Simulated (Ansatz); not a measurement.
`BCOC` and `CO[CH2][AlH2]` differ in one element.

Ansatz, PBE0-D4/def2-TZVP geometries, multiplicity 1. Each molecule was computed in one conformer, which needn't be the lowest.

| property | `BCOC` |
| --- | --- |
| LUMO energy (PBE0/def2-TZVPP) / eV | -1.36 |
| HOMO–LUMO gap (PBE0/def2-TZVPP) / eV | 6.17 |
| ideal-gas entropy at 298 K and 1 bar (rigid rotor, harmonic PBE0-D4/def2-TZVP) / J/(mol·K) | 304 |
| HOMO energy (PBE0/def2-TZVPP) / eV | -7.53 |
| HOMO energy (B3LYP/def2-TZVPP) / eV | -7.30 |
| HOMO–LUMO gap (PBE/def2-TZVPP) / eV | 3.55 |

Question: What does the change do to each property? (Estimate.)

Answer: The calculation gave: 
```json
{"property": "LUMO energy (PBE0/def2-TZVPP) / eV", "`CO[CH2][AlH2]`": "-1.35", "shift": "0.01"}
{"property": "HOMO–LUMO gap (PBE0/def2-TZVPP) / eV", "`CO[CH2][AlH2]`": "6.09", "shift": "-0.08"}
{"property": "ideal-gas entropy at 298 K and 1 bar (rigid rotor, harmonic PBE0-D4/def2-TZVP) / J/(mol·K)", "`CO[CH2][AlH2]`": "331", "shift": "27"}
{"property": "HOMO energy (PBE0/def2-TZVPP) / eV", "`CO[CH2][AlH2]`": "-7.44", "shift": "0.09"}
{"property": "HOMO energy (B3LYP/def2-TZVPP) / eV", "`CO[CH2][AlH2]`": "-7.20", "shift": "0.10"}
{"property": "HOMO–LUMO gap (PBE/def2-TZVPP) / eV", "`CO[CH2][AlH2]`": "3.73", "shift": "0.18"}
```

B3LYP here is the variant with VWN-RPA as its local correlation; programs differ in this.
